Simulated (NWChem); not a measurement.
System: ScClF2; SMILES [Sc]([F])([Cl])[F]

```xyz
4

Sc     0.0000     0.0000    -0.3746
F      0.0000     1.5446    -1.3164
F      0.0000    -1.5446    -1.3164
Cl     0.0000     0.0000     1.9185
```
Atoms are numbered in this order, from 1.

Level: PBE0/def2-SVP (NWChem), optimised geometry, unscaled harmonic frequencies. 

```tsv
frequency (cm⁻¹)	IR intensity (km/mol)
78	92.1
126	10.9
167	7.2
429	65.1
730	172.5
781	231.5
```

```yaml
zero_point_energy: 3.3 kcal/mol
thermal correction to the enthalpy at 298.15 K (with zero-point energy): 7.3 kcal/mol
heat capacity Cv: 14.6 cal/(mol K)
entropy at 298.15 K and 1 atm (symmetry number 2): 76.6 cal/(mol K)
dipole_moment: 0.71 D
```

Rigid rotor and harmonic oscillator; modes under 100 cm⁻¹ make the entropy uncertain.
